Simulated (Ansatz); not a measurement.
Program: Ansatz. Geometries: PBE0-D4/def2-TZVP. ΔE: electronic, gas phase. CCSD(T)/CBS adds triple-zeta CCSD(T) − MP2 to the extrapolated MP2 energy (def2 sets, frozen cores). This one scheme is used for every species. Functionals use def2-TZVPP. One conformer a species, not always the lowest.

Consider the ligand exchange at the Si–Cl bond: `FB[SiH2]Cl` + H₂S → `FB[SiH2]S` + HCl.

```csv
level,ΔE (kJ/mol)
BLYP-D4,34.7
ωB97X-V,38.8
r2SCANh,36.1
r2SCAN0,36.8
CAM-B3LYP,41.4
CCSD(T)/def2-TZVPP,35.4
SCS-MP2/def2-QZVPP,38.7
HF/CBS(def2),48.7
```

What does CCSD(T)/CBS give? (Estimate.)

Ansatz gave: +36.2 kJ/mol. The listed levels differ from it by -1.5, 2.6, -0.1, 0.6, 5.2, -0.8, 2.5, 12.5 kJ/mol.

Largest T1 diagnostic among the species: 0.014.

Leaving LDA and LC-ωPBE aside and taking each functional with its dispersion term where it has one, the values, not all of them listed here, spread over 10.9 kJ/mol, from revPBE-D4 to BHLYP-D4. From BLYP to BHLYP (50 % exact exchange), in def2-TZVPP and without D4, ΔE moves by +4.9 kJ/mol. In def2-TZVPP, CCSD(T) changes the Hartree–Fock value by −12.5 kJ/mol (the triples alone add −2.1 kJ/mol) and MP2 by −12.3 kJ/mol.
